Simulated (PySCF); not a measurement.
**Zr³⁶⁺: ionisation energy**

Zr³⁶⁺ [He] 2s2 (1S) → Zr³⁷⁺ [He] 2s1 (2S), as a difference of total energies. All numbers are calculated (PySCF 2.14, the non-relativistic Hamiltonian (point nucleus), in an uncontracted even-tempered set (17 s from 14 bohr⁻², ratio 2.2; 8 p from 22 bohr⁻², ratio 2.4; 5 d from 65 bohr⁻², ratio 2.4; 5 f from 97 bohr⁻², ratio 2.4; 4 g from 150 bohr⁻², ratio 2.4)). Correlated levels: nothing frozen; virtual orbitals above 40 to 60 times the deepest correlated orbital energy dropped. The calculations carry no spin-orbit coupling.

```json
{"method": "UHF", "ionisation energy (eV)": "4857.9"}
{"method": "LDA", "ionisation energy (eV)": "4855.6"}
{"method": "PBE", "ionisation energy (eV)": "4862.3"}
{"method": "PBE0", "ionisation energy (eV)": "4861.6"}
{"method": "r2SCAN", "ionisation energy (eV)": "4857.0"}
{"method": "TPSSh", "ionisation energy (eV)": "4861.6"}
{"method": "r2SCAN0", "ionisation energy (eV)": "4857.6"}
{"method": "MP2 (all electrons)", "ionisation energy (eV)": "4865.0"}
{"method": "SCS-MP2 (all electrons)", "ionisation energy (eV)": "4866.4"}
```

How much does correlation contribute at MP2 (all electrons)?

4865.0 − (4857.9) = 7.1 eV, measured against UHF.

The gap to the reference is mostly relativistic.

For comparison: 4991 ± 5 eV (semi-empirical (NIST evaluation); NIST Atomic Spectra Database, ionization energies).
